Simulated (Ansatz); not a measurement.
`[SiH3][CH2][SbH2]` + `FBOC[SiH3]` → `[SiH3]C[O][SbH2]` + `FBC[SiH3]`  (redistribution)

Calculated with Ansatz (gas phase, PBE0-D4/def2-TZVP geometries, no zero-point term in ΔE). CCSD(T)/CBS is the MP2 limit (def2-TZVPP, def2-QZVPP) plus CCSD(T) − MP2 in def2-TZVPP, frozen cores. def2 core potentials past Kr. For Sb outer-core shells are correlated without core-valence functions, which leaves a few kJ/mol of doubt a bond. One conformer a species, not always the lowest.

```tsv
level	ΔE (kJ/mol)
HF/def2-TZVPP	128.1
MP2/def2-TZVPP	129.8
CCSD/def2-TZVPP	128.7
CCSD/CBS(def2)	123.8
```

(1) What does CCSD(T)/CBS give? (Best estimate.)

Largest T1 diagnostic among the species: 0.014.

Results:

(1) Computed: +123.0 kJ/mol. The listed levels differ from it by 5.1, 6.8, 5.7, 0.8 kJ/mol.

From PBE to PBE0 (25 % exact exchange), in def2-TZVPP and without D4, ΔE moves by +7.0 kJ/mol.
